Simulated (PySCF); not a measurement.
# V²²⁺: ionisation energy

V²²⁺ 1s1 (2S) → V²³⁺ (bare nucleus), as a difference of total energies. All numbers are calculated (PySCF 2.14, no relativity, point nucleus, in an even-tempered Gaussian basis (15 s from 20 bohr⁻², ratio 2.2; 7 p from 31 bohr⁻², ratio 2.4; 4 d from 93 bohr⁻², ratio 2.4; 3 f from 140 bohr⁻², ratio 2.4; 3 g from 210 bohr⁻², ratio 2.4)). The calculations carry no spin-orbit coupling.

```tsv
method	ionisation energy (eV)
UHF	7197.4
LDA	7171.3
PBE	7193.5
PBE0	7194.5
r2SCAN	7197.4
r2SCAN0	7197.4
BHandHLYP	7196.6
```

These non-relativistic numbers lack the scalar-relativistic shift.

For comparison: 7246.1 eV (theoretical estimate listed by NIST; NIST Atomic Spectra Database, ionization energies).
